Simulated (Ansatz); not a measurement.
One change: `S[SiH2][SnH3]` becomes `F[SiH2][SnH3]`.

Ansatz, PBE0-D4/def2-TZVP geometries, multiplicity 1. Each molecule was computed in one conformer, which needn't be the lowest.

Elements past krypton have def2 core potentials.

```json
{"property": "HOMO–LUMO gap (PBE/def2-TZVPP) / eV", "`S[SiH2][SnH3]`": "4.83"}
{"property": "LUMO energy (ωB97M-V/def2-TZVPP) / eV", "`S[SiH2][SnH3]`": "1.16"}
{"property": "HOMO energy (ωB97M-V/def2-TZVPP) / eV", "`S[SiH2][SnH3]`": "-9.28"}
{"property": "LUMO energy (PBE0/def2-TZVPP) / eV", "`S[SiH2][SnH3]`": "-0.49"}
{"property": "LUMO energy (PBE/def2-TZVPP) / eV", "`S[SiH2][SnH3]`": "-1.29"}
{"property": "HOMO–LUMO gap (B3LYP/def2-TZVPP) / eV", "`S[SiH2][SnH3]`": "6.34"}
```

Task: Give the same properties after the change, and the shifts. (Best estimate.)

Result: The calculation gave: 
```
                             property  `F[SiH2][SnH3]`  shift
  HOMO–LUMO gap (PBE/def2-TZVPP) / eV             5.36   0.53
LUMO energy (ωB97M-V/def2-TZVPP) / eV             0.97  -0.19
HOMO energy (ωB97M-V/def2-TZVPP) / eV           -10.04  -0.76
   LUMO energy (PBE0/def2-TZVPP) / eV            -0.74  -0.25
    LUMO energy (PBE/def2-TZVPP) / eV            -1.56  -0.27
HOMO–LUMO gap (B3LYP/def2-TZVPP) / eV             6.91   0.57
```

With PBE0 the HOMO falls by 0.80 eV and the LUMO falls by 0.25 eV, so the gap widens by about 0.55 eV. PBE moves the HOMO by -0.80 eV and ωB97M-V by -0.76 eV. The zero-point energy changes by -17.9 kJ/mol with -3 modes.

B3LYP here is the variant with VWN-RPA as its local correlation; programs differ in this.
